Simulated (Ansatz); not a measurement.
Geometry optimisation, DFT PBE-D3(BJ), scalar-relativistic, plane waves, PAW (Ansatz 0.2.0).

The input (input.yaml):

```yaml
crystal:
  lattice:
    - [0.0, 5.43, 5.43]
    - [5.43, 0.0, 5.43]
    - [5.43, 5.43, 0.0]
  atoms:
    - { symbol: Si, position: [0.0, 0.0, 0.0] }
    - { symbol: Si, position: [0.125, 0.125, 0.125] }
    - { symbol: Si, position: [0.0, 0.0, 0.5] }
    - { symbol: Si, position: [0.125, 0.125, 0.625] }
    - { symbol: Si, position: [0.0, 0.5, 0.0] }
    - { symbol: Si, position: [0.125, 0.625, 0.125] }
    - { symbol: Si, position: [0.0, 0.5, 0.5] }
    - { symbol: Si, position: [0.125, 0.625, 0.625] }
    - { symbol: Si, position: [0.5, 0.0, 0.0] }
    - { symbol: Si, position: [0.625, 0.125, 0.125] }
    - { symbol: Si, position: [0.5, 0.0, 0.5] }
    - { symbol: Si, position: [0.625, 0.125, 0.625] }
    - { symbol: Si, position: [0.5, 0.5, 0.0] }
    - { symbol: Si, position: [0.625, 0.625, 0.125] }
    - { symbol: Si, position: [0.5, 0.5, 0.5] }
    - { symbol: Si, position: [0.625, 0.625, 0.625] }
    - { symbol: O, position: [0.82802002, 0.80677777, 0.30521748], spin: 1.0 }
magnetization:
  spin_polarized: true
basis:
  ecutwfc: 420.0
kpoints:
  mp_grid: { grid: [2, 2, 2] }
hamiltonian:
  xc: pbe
  dispersion: d3bj
  pseudopotentials: { kind: paw, azcp: { folder: soft_1 } }
scf:
  occupations: { method: fermi_dirac, width: 0.02 }
  lower_state_search: "off"
relax:
  f_tol: 0.03
  max_steps: 60
  adjacent_minimum: "off"
```

Run as:

```bash
$ ansatz run input.yaml --threads 2 --pin off --max-ram 5120MiB --backend cpu --events-out ev --progress --plain --runs-dir out
```

Q: Where does it end, and by what steps?

A: It converged. Limits of this set-up: coarse k mesh. After 10 steps the energy has fallen by 2.408 eV; O17 moved furthest, 0.86 Å.

| step | energy less start (eV) | largest force component (eV/Å) | accepted |
| --- | --- | --- | --- |
| 0 | 0.0000 | 0.612 | yes |
| 1 | -0.0542 | 0.781 | yes |
| 2 | -0.2923 | 1.172 | yes |
| 3 | -0.5669 | 0.761 | yes |
| 4 | -0.8556 | 1.435 | yes |
| 5 | -1.3154 | 1.352 | yes |
| 6 | -1.8618 | 1.689 | yes |
| 7 | -2.2101 | 1.785 | yes |
| 8 | -2.3885 | 0.251 | yes |
| 9 | -2.4036 | 0.100 | yes |
| 10 | -2.4076 | 0.019 | yes |

```xyz
17
Lattice="0.0000 5.4300 5.4300 5.4300 0.0000 5.4300 5.4300 5.4300 0.0000" Properties=species:S:1:pos:R:3
Si 0.301 -0.188 0.019
Si 1.379 1.352 1.370
Si 2.636 2.706 -0.102
Si 3.942 4.250 1.105
Si 2.711 0.003 2.702
Si 4.055 1.554 3.771
Si 5.351 2.960 2.443
Si 6.713 4.097 3.994
Si 0.077 2.690 2.787
Si 1.622 3.834 4.148
Si 2.689 5.414 2.723
Si 4.067 6.771 4.060
Si 2.959 2.545 5.555
Si 4.174 4.081 6.863
Si 5.440 5.448 5.433
Si 6.775 6.808 6.808
O 5.449 6.127 9.497
```

Run time: 76 s on 2 threads of Arm Neoverse V2, with other jobs on the host, peak memory 0.68 GiB.
